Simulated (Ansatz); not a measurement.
Molecule: BI, net charge 0, singlet state. SMILES: I[B]
Geometry: optimised at B3LYP-D3(BJ)/def2-TZVP (Ansatz, an electronic-structure program).

Wanted: vertical ionisation energy (to the doublet state of charge +1; each state is the SCF solution reached for its spin; for the singlet the Hartree-Fock reference is unstable and T1 is 0.023), in eV. Correlated levels leave the core frozen unless marked. Open shells are spin-unrestricted. No spin-orbit coupling. Frozen are the shells of the preceding noble gas and the d and f shells that filled before the atom's block. In def2 rows, elements after Kr have scalar-relativistic effective core potentials. Basis-set limits of correlation are two-point, X^-3; Hartree-Fock from the larger set.

```
level             program  vertical ionisation energy (eV)
----------------  -------  -------------------------------
SVWN5/def2-TZVPD   Ansatz                             9.44
PBE/def2-TZVPD     Ansatz                             9.25
```

Q: Estimate the value at CCSD(T)/CBS(def2-TZVPPD,def2-QZVPPD) as computed with Ansatz.

A: 9.57 eV
